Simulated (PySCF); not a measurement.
# Ionisation energy of Ar²⁺ by level of theory

Ar²⁺ [Ne] 3s2 3p4 (3P) → Ar³⁺ [Ne] 3s2 3p3 (4S), as a difference of total energies. Calculation: PySCF 2.14, in x2c-QZVPPall with one added diffuse shell each of s, p, d, f type (10s7p5d3f1g, 86 functions); the spin-free X2C one-electron Hamiltonian (Gaussian nucleus). Correlated levels: valence: [Ne] frozen. The calculations carry no spin-orbit coupling.

Question: Order these methods by the ionisation energy they give, lowest first.
A. UHF
B. MP2 (valence)
C. CCSD(T) (valence)
D. SCS-MP2 (valence)

Answer: A (39.386 eV), B (40.325 eV), D (40.439 eV), C (40.482 eV).

The reference lies between the lowest fine-structure levels, while these numbers refer to the centres of the terms.

Errors of the correlated levels include the incompleteness of this basis and the frozen core.

For comparison: 40.735 ± 0.012 eV (semi-empirical (NIST evaluation); NIST Atomic Spectra Database, ionization energies).
